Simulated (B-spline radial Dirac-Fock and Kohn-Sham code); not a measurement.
# Muonic isotope shifts in iron

These are calculated numbers from a radial atomic solver; the model is the Dirac equation of a negative muon with reduced mass in the field of a spherical finite nucleus, with the Uehling potential to all orders; nuclear polarisation, deformation, hyperfine structure, self-energy, higher-order vacuum polarisation, relativistic recoil and electron screening are left out. Nuclear charge: Fermi distribution (skin thickness 2.3 fm); radii from Angeli and Marinova (2013). Reference ⁵⁷Fe, radius 3.7532 fm: 2p3/2 → 1s1/2 1256 keV, 3d5/2 → 2p3/2 265.7 keV.

| A | radius (fm) | δ⟨r²⟩ (fm²) | shift 2p3/2 → 1s (keV) | shift 3d5/2 → 2p3/2 (keV) |
| --- | --- | --- | --- | --- |
| 54 | 3.6933 | -0.446 | +4.16 | -0.02 |
| 56 | 3.7377 | -0.116 | +1.07 | -0.01 |
| 58 | 3.7745 | +0.160 | -1.49 | +0.01 |
